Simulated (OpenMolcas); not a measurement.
**Co2+, Rh2+, Ir2+: d7 down the group**

```json
{
  "Program": "OpenMolcas 26.06",
  "Method": "MS-CASPT2, IPEA 0.25 Eh, imaginary shift 0.1 Eh",
  "Basis": "ANO-RCC-VQZP",
  "Scalar Hamiltonian": "DKH2, point nucleus",
  "Spin-orbit coupling": "RASSI with atomic mean-field integrals over the reference wave functions, term energies averaged over their components"
}
```

Active space for each ion: 7 electrons in 10 orbitals (d d); closed shells correlated by CASPT2: Co2+ 3s 3p; Rh2+ 4s 4p; Ir2+ 5s 5p.

Computed levels in cm-1 above 4F 9/2:

```tsv
Level	Co2+	Rh2+	Ir2+
4F 7/2	802	2100	7660
4F 5/2	1389	3420	8980
4P 5/2	15470	11410	14090
4P 1/2	16080	12780	17090
2G 9/2	17170	13250	16040
2G 7/2	17940	15320	21670
2P 1/2	21050	18420	28280
2H 11/2	23250	17920	21690
2D 5/2(1)	23550	18810	24840
weight of 4F in the lowest level (%)	100	98	85
```

Mixed levels, with the weight of the term that names them: Ir2+ 4F 5/2 (61 %), Ir2+ 4P 1/2 (72 %), Ir2+ 2G 9/2 (60 %), Ir2+ 2P 1/2 (72 %), Ir2+ 2D 5/2(1) (74 %).

Measured, with the error of the calculation in %. Measured levels: Co2+ from Sugar and Corliss, J. Phys. Chem. Ref. Data 10, 1097 (1981); Rh2+ from the list in Shadmi, J. Res. Natl. Bur. Stand. 70A, 435 (1966).

```
    Level          Co2+          Rh2+
   4F 7/2    841 (-4.6)   2148 (-2.2)
   4F 5/2   1451 (-4.3)   3486 (-1.9)
   4P 5/2  15202 (+1.8)  11062 (+3.2)
   4P 1/2  15811 (+1.7)              
   2G 9/2  16978 (+1.1)              
   2G 7/2  17766 (+1.0)              
  2H 11/2  22720 (+2.3)              
2D 5/2(1)  23059 (+2.1)
```

The fine-structure level 4F 5/2 changes by a factor of 6.47 from Co2+ to Ir2+.

Without spin-orbit coupling 4P lies 14940, 10060, 8570 cm-1 above 4F in that order; the difference to the level 4P 5/2, of either sign, comes from spin-orbit coupling, which also lowers the zero.

CASPT2 breaks the degeneracy within a term, and the mean is taken; among the terms shown or strongly mixed into the levels shown the widest spread is 1200 cm-1 (4d7 4F, Rh2+). The CASPT2 spread within a term exceeds the gap to the next term for 3d7 2H and 3d7 2D(1), so the order of their levels is uncertain (figures for Co2+; the like holds for Rh2+, Ir2+). Active for correlation alone: 4d; no level in the range computed is led by a configuration that fills it, so any true level of that kind is missing (holds for Co2+). Active for correlation alone: 5d; no level in the range computed is led by a configuration that fills it, so any true level of that kind is missing (holds for Rh2+). Active for correlation alone: 6d; no level in the range computed is led by a configuration that fills it, so any true level of that kind is missing (holds for Ir2+). Computed and measured levels are paired by configuration, term and J; levels that our copy of the source lacks, or whose pairing is in doubt (as where it misses far off the trend of its configuration), stay unpaired and out of the deviations. Only configurations of the active space appear.

A number in round brackets counts repeated terms of one configuration in the order of the reference energies.
